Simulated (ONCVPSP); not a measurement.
# Before and after: ONCV potential for dysprosium

| Property | Result |
| --- | --- |
| Element | dysprosium (Dy) |
| Generator | ONCVPSP 4.0.1 |
| Type | optimised norm-conserving Vanderbilt (ONCV) |
| Functional | LDA (Perdew-Wang 92) |
| Relativity | fully relativistic |
| Frozen core | [Xe] 4f9 |
| Valence charge | 3 |
| Reference configuration | 5d1 6s2 |
| Partial waves | 6s: rc 2.70 bohr, ncon 3, nbas 7, qcut 2.1 1/bohr, 2 projectors, debl 3.1 Ha; p scattering state at 0.16 Ha: rc 3.10 bohr, ncon 3, nbas 7, qcut 2.7 1/bohr, 2 projectors, debl 0.6 Ha; 5d: rc 3.75 bohr, ncon 5, nbas 10, qcut 3.9 1/bohr, 2 projectors, debl 3.7 Ha |
| Local potential | polynomial inside 2.40 bohr (lpopt 5, dvloc0 2 Ha) |
| Core correction | Teter function fitted to the true core (icmod 2), fcfact 0.4 |

Open shells are filled in proportion to 2j + 1.

In the p channel the program set the typed energies aside and used 0.050, 0.650 Ha (j = l + 1/2; the other j can differ).

All-electron outer shells of the reference configuration (LDA (PZ), scalar-relativistic, ld1.x):

| shell | level (eV) | outermost node (bohr) | outermost maximum (bohr) |
| --- | --- | --- | --- |
| 4f | -9.39 | – | 0.53 |
| 6s | -4.41 | 1.54 | 3.23 |
| 5d | -2.48 | 0.76 | 1.94 |

Change: s: qcut 1.3.

Cutoffs: the cutoffs (Ha) at which the residual kinetic energy of the hardest occupied pseudo-wave falls to 1 and 0.1 mHa per electron; they do not see the model core or the augmentation charge, which bear on the density cutoff. Errors are all-electron minus pseudo energies relative to the spin-unpolarised reference configuration.

Predict the effect on cutoff, ghosts and configuration errors.

The potential gets harder (5.7 Ha and 6.8 Ha → 7.6 Ha and 17 Ha); both files keep a bound ghost (p); of the 3 tests that both files solve, the error grows in 2 and shrinks in 0 by more than 15 % and 0.3 meV (median size 0.3 → 1.0 meV).

| quantity | base | changed |
| --- | --- | --- |
| cutoff, loose | 5.7 Ha | 7.6 Ha |
| cutoff, tight | 6.8 Ha | 17 Ha |
| loose cutoff by channel | s 2.0 Ha, d 5.7 Ha | s 7.6 Ha, d 5.7 Ha |
| bound ghosts | p3/2 | p3/2 |
| GHOST(+) flags under 300 eV | s at 73.8 eV | s at 77.2 eV |
| tests counted as reliable (solved cleanly; for ONCVPSP, near-neutral configurations with less than one 5d electron left out) | 3 of 4 | 3 of 4 |
| error for 5d1 6s1, meV [ΔE 7.05 eV] | +0.2 | +1.0 |
| error for 5d1 6s0, meV [ΔE 19.75 eV] | -15 | -16 |
| error for 5d1 6s1.5, meV [ΔE 2.85 eV] | +0.3 | +0.8 |
| s: phases at 2.75 bohr within 0.05 rad from the reference energy up to (Ha; the scan ends near 5) | 2.4 | 2.8 |
| p3/2: phases at 3.15 bohr within 0.05 rad from the reference energy up to (Ha; the scan ends near 5) | 2.2 | 2.2 |
| p1/2: phases at 3.15 bohr within 0.05 rad from the reference energy up to (Ha; the scan ends near 5) | 1.3 | 1.3 |
| d5/2: phases at 3.80 bohr within 0.05 rad from the reference energy up to (Ha; the scan ends near 5) | 0.3 | 0.3 |
| d3/2: phases at 3.80 bohr within 0.05 rad from the reference energy up to (Ha; the scan ends near 5) | 0.2 | 0.2 |
| rms error of d²Exc/dni dnj with the model core, mHa | 4.35 | 4.31 |

Base: The cutoffs count occupied waves only; projector 2 of the s channel, the hardest unoccupied one, needs 24 Ha at the loose tolerance. A true bound ghost makes a file unfit for plane-wave use even where its test errors are small: the radial tests pick states by their node count and pass the ghost by.
